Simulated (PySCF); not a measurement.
Several orderings of computed values.

Species are written as SMILES; each is one conformer at its optimised geometry, gas phase, non-relativistic unless stated. Electronic properties by PySCF.

Dipoles, sizes and rotational constants follow the conformer. The torsions of the flexible species, by atom-mapped SMILES:
- `[CH3:1][C:2](=[O:3])[CH:4]=[C:5]([C:6]#[N:7])[C:8]#[N:9]`: C1–C2–C4–C5 -179°
- `[CH2:1]=[CH:2]/[CH:3]=[CH:4]/[C:5](=[CH2:6])[F:7]`: C1–C2–C3–C4 180°, C3–C4–C5–C6 180°
- `[CH:1]#[C:2][C:3](=[CH2:4])[C@@H:5]([F:6])[C:7]#[N:8]`: C2–C3–C5–F6 169°
- `[CH:1]1=[CH:2][CH2:3][C:4]([n:5]2[cH:6][cH:7][cH:8][cH:9]2)=[CH:10][CH2:11]1`: C3–C4–N5–C6 -158°
- `[CH2:1]=[CH:2][c:3]1[c:4]([CH2:5][CH3:6])[cH:7][pH:8][c:9]1[CH3:10]`: C1–C2–C3–C4 44°, C3–C4–C5–C6 -106°
- `[H]/[N:1]=[C:2](\[CH2:3][C:4]#[C:5][SiH3:6])[CH:7]1[CH2:8][CH2:9]1`: N1–C2–C3–C4 -124°, N1–C2–C7–C8 -34°
- `[CH:1]#[C:2][P:3]([C:4]#[C:5][CH3:6])[CH2:7][CH2:8][CH2:9][CH3:10]`: C2–P3–C7–C8 -171°, P3–C7–C8–C9 -177°, C7–C8–C9–C10 -179°
- `[CH:1]#[C:2][Si@:3]1([CH3:4])[CH2:5][C@@H:6]([N:7]=[CH2:8])[CH2:9]1`: C5–C6–N7–C8 -125°
- `[CH3:1][SiH2:2][CH:3]=[O:4]`: C1–Si2–C3–O4 0°

(1) Rank by lowest triplet excitation (Tamm–Dancoff), highest first (TDA B3LYP/def2-SVPD at GFN2-xTB geometries).
A. `[O+]#[C-]`
B. `C#CC(=C)[C@@H](F)C#N`
C. `C=C/C=C/C(=C)F`
D. `CC(=O)C=C(C#N)C#N`

(2) Rank by HOMO–LUMO gap, lowest first (PBE0/pcSseg-1 at GFN2-xTB geometries).
A. `[pH]1c(C)c(c(c1)CC)C=C`
B. `C1=CCC(n2cccc2)=CC1`
C. `C#CP(C#CC)CCCC`
D. `[H]/N=C(\CC#C[SiH3])C1CC1`
E. `C=C(F)C#CCC`
F. `C#C[Si@]1(C)C[C@H](C1)N=C`

(3) Give the two extremes of that set in kcal/mol.

(4) Rank by electronic spatial extent ⟨r²⟩ about the centre of nuclear charge, lowest first (B3LYP/def2-SVPD at GFN2-xTB geometries).
A. `C=C/C=C/C(=C)F`
B. `[C-]#[O+]`
C. `C[SiH2]C=O`
D. `CC(=O)C=C(C#N)C#N`
E. `C([C@@H](C(=C)C#C)F)#N`

(5) Rank by dipole moment, lowest first (PBE0/pcSseg-1 at GFN2-xTB geometries).
A. `C=Cc1c(CC)c[pH]c1C`
B. `C=C(F)C#CCC`
C. `C1=CCC(n2cccc2)=CC1`
D. `C#CP(C#CC)CCCC`
E. `[H]/N=C(\CC#C[SiH3])C1CC1`

(6) Give the two extremes of that set in atomic units.

(7) Rank by HOMO energy, highest first (PBE0/pcSseg-1 at GFN2-xTB geometries).
A. `C1=CCC(n2cccc2)=CC1`
B. `C=C(F)C#CCC`
C. `C(C#C[SiH3])/C(C1CC1)=N\[H]`
D. `C(C)#CP(C#C)CCCC`
E. `C#C[Si@]1(C)C[C@@H](N=C)C1`

(8) Rank by static isotropic polarisability, highest first (B3LYP/def2-SVPD at GFN2-xTB geometries).
A. `C=C/C=C/C(=C)F`
B. `[C-]#[O+]`
C. `C[SiH2]C=O`
D. `CC(=O)C=C(C#N)C#N`
E. `C#CC(=C)[C@@H](F)C#N`

(9) Give the two extremes of that set as polarisability volumes in Å³.

Answers

(1) A (5.96 eV), B (3.51 eV), C (2.55 eV), D (2.40 eV).

(2) A (4.96 eV), B (5.93 eV), E (6.25 eV), C (6.53 eV), F (6.80 eV), D (6.98 eV).

(3) `C=Cc1c(CC)c[pH]c1C`: 114 kcal/mol; `[H]/N=C(\CC#C[SiH3])C1CC1`: 161 kcal/mol.

(4) B (40 bohr²), C (445 bohr²), E (931 bohr²), A (1066 bohr²), D (1295 bohr²).

(5) A (1.04 D), E (1.44 D), C (1.72 D), D (1.90 D), B (2.53 D).

(6) `C=Cc1c(CC)c[pH]c1C`: 0.41 au; `C=C(F)C#CCC`: 1.00 au.

(7) A (-6.13 eV), D (-6.68 eV), B (-6.96 eV), E (-7.16 eV), C (-7.27 eV).

(8) A (92.4 au), D (86.0 au), E (74.3 au), C (56.3 au), B (13.0 au).

(9) `[C-]#[O+]`: 1.93 Å³; `C=C/C=C/C(=C)F`: 13.69 Å³.
